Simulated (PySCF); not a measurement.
# Basis-set dependence of population analyses: `C#CB(C#C)NC`

C5H6BN.
Geometry (PBE0-D3(BJ)/def2-SVP, Å), atoms numbered from 1 in this order:
```
atom  x, y, z in Å
C1    -1.6637    1.6078    1.6570
C2    -1.0986    0.7862    0.9585
B3    -0.4002   -0.2607    0.0726
C4    -1.2309   -1.2944   -0.7086
C5    -1.8858   -2.1139   -1.3258
N6     0.9921   -0.2886   -0.0336
C7     1.9425    0.5824    0.6076
H8    -2.1709    2.3289    2.2721
H9    -2.4680   -2.8351   -1.8713
H10    1.4000   -0.9998   -0.6305
H11    1.4075    1.3095    1.2325
H12    2.6379    0.0201    1.2535
H13    2.5441    1.1405   -0.1298
```

PBE0 throughout (PySCF), one geometry, spherical d and f functions. Geometry: PBE0-D3(BJ)/def2-SVP, one conformer, isolated molecule. Atoms taken as equivalent share a column and are averaged. The first 7 of 8 kinds of atom are listed.

Mulliken charges (e):

```tsv
basis	functions	C1/C5	C2/C4	B3	N6	C7	H8/H9	H10
STO-3G	41	-0.140	-0.134	+0.302	-0.350	-0.149	+0.115	+0.220
6-31G	75	-0.313	-0.138	+0.513	-0.704	-0.328	+0.263	+0.341
pcSseg-0	75	-0.312	-0.364	+0.993	-0.835	-0.432	+0.281	+0.342
6-31G*	110	-0.306	0.000	+0.177	-0.561	-0.388	+0.230	+0.352
cc-pVDZ	128	-0.196	+0.062	+0.022	-0.068	-0.001	+0.018	+0.102
def2-SVP	128	-0.178	+0.086	-0.102	-0.155	+0.035	+0.044	+0.152
aug-cc-pVDZ	215	+0.705	-0.385	+0.510	-0.222	+0.794	-0.563	-0.080
6-311+G(2d,p)	225	-0.854	+0.470	+0.572	-0.406	-0.469	+0.167	+0.260
def2-TZVP	253	-0.304	-0.030	+0.178	-0.227	-0.282	+0.177	+0.232
cc-pVTZ	294	-0.128	-0.153	+0.100	-0.102	-0.197	+0.151	+0.156
IGLO-III	305	-0.242	-0.126	+0.450	-0.277	-0.312	+0.146	+0.209
```

IAO charges (e):

```json
{"basis": "STO-3G", "functions": "41", "C1/C5": "-0.146", "C2/C4": "-0.142", "B3": "+0.182", "N6": "-0.283", "C7": "-0.306", "H8/H9": "+0.158", "H10": "+0.233"}
{"basis": "6-31G", "functions": "75", "C1/C5": "-0.200", "C2/C4": "-0.129", "B3": "+0.179", "N6": "-0.339", "C7": "-0.326", "H8/H9": "+0.200", "H10": "+0.277"}
{"basis": "pcSseg-0", "functions": "75", "C1/C5": "-0.189", "C2/C4": "-0.124", "B3": "+0.150", "N6": "-0.323", "C7": "-0.310", "H8/H9": "+0.191", "H10": "+0.270"}
{"basis": "6-31G*", "functions": "110", "C1/C5": "-0.191", "C2/C4": "-0.136", "B3": "+0.190", "N6": "-0.345", "C7": "-0.299", "H8/H9": "+0.196", "H10": "+0.272"}
{"basis": "cc-pVDZ", "functions": "128", "C1/C5": "-0.200", "C2/C4": "-0.130", "B3": "+0.175", "N6": "-0.336", "C7": "-0.297", "H8/H9": "+0.200", "H10": "+0.275"}
{"basis": "def2-SVP", "functions": "128", "C1/C5": "-0.193", "C2/C4": "-0.127", "B3": "+0.168", "N6": "-0.330", "C7": "-0.288", "H8/H9": "+0.193", "H10": "+0.271"}
{"basis": "aug-cc-pVDZ", "functions": "215", "C1/C5": "-0.207", "C2/C4": "-0.130", "B3": "+0.182", "N6": "-0.350", "C7": "-0.307", "H8/H9": "+0.205", "H10": "+0.282"}
{"basis": "6-311+G(2d,p)", "functions": "225", "C1/C5": "-0.206", "C2/C4": "-0.131", "B3": "+0.184", "N6": "-0.354", "C7": "-0.309", "H8/H9": "+0.205", "H10": "+0.282"}
{"basis": "def2-TZVP", "functions": "253", "C1/C5": "-0.206", "C2/C4": "-0.131", "B3": "+0.187", "N6": "-0.354", "C7": "-0.307", "H8/H9": "+0.205", "H10": "+0.281"}
{"basis": "cc-pVTZ", "functions": "294", "C1/C5": "-0.205", "C2/C4": "-0.131", "B3": "+0.187", "N6": "-0.353", "C7": "-0.309", "H8/H9": "+0.205", "H10": "+0.282"}
{"basis": "IGLO-III", "functions": "305", "C1/C5": "-0.207", "C2/C4": "-0.131", "B3": "+0.186", "N6": "-0.355", "C7": "-0.310", "H8/H9": "+0.206", "H10": "+0.283"}
```

Some averages cover members that differ in this geometry, most widely: C1/C5, Mulliken in 6-311+G(2d,p) -0.988 to -0.720; C1/C5, Mulliken in aug-cc-pVDZ +0.651 to +0.758; C2/C4, Mulliken in 6-311+G(2d,p) +0.423 to +0.516; C2/C4, Mulliken in aug-cc-pVDZ -0.428 to -0.341 e.

**Question.** Which scheme is steadiest as the basis changes?

**Answer.** Largest range over the bases for any column: IAO 0.07 e, Mulliken 1.56 e. IAO charges move least and Mulliken charges most, counted in e. Without the minimal STO-3G basis the ranges are IAO 0.04, Mulliken 1.56 e.

**Question.** How much do the charges still move between the two largest bases, cc-pVTZ and IGLO-III?

**Answer.** At most, over all atoms: Mulliken 0.350 e, IAO 0.002 e.

**Question.** What do the same runs give for the total energy, the frontier levels and the dipole moment?

**Answer.** 
| basis | energy (Eh) | HOMO (eV) | LUMO (eV) | μ (D) |
| --- | --- | --- | --- | --- |
| STO-3G | -269.9545 | -5.36 | 1.86 | 2.14 |
| 6-31G | -273.2663 | -7.15 | -0.77 | 1.81 |
| pcSseg-0 | -272.7474 | -7.42 | -0.96 | 1.92 |
| 6-31G* | -273.3191 | -7.13 | -0.81 | 1.69 |
| cc-pVDZ | -273.3455 | -7.27 | -0.99 | 1.82 |
| def2-SVP | -273.1314 | -7.35 | -1.05 | 1.82 |
| aug-cc-pVDZ | -273.3594 | -7.44 | -1.26 | 1.69 |
| 6-311+G(2d,p) | -273.4061 | -7.46 | -1.27 | 1.71 |
| def2-TZVP | -273.4280 | -7.44 | -1.22 | 1.70 |
| cc-pVTZ | -273.4225 | -7.41 | -1.18 | 1.70 |
| IGLO-III | -273.4342 | -7.46 | -1.27 | 1.71 |

The dipole is fixed by the density alone, so its range of 0.45 D shows that the density itself changes with the basis, not only its division among atoms.
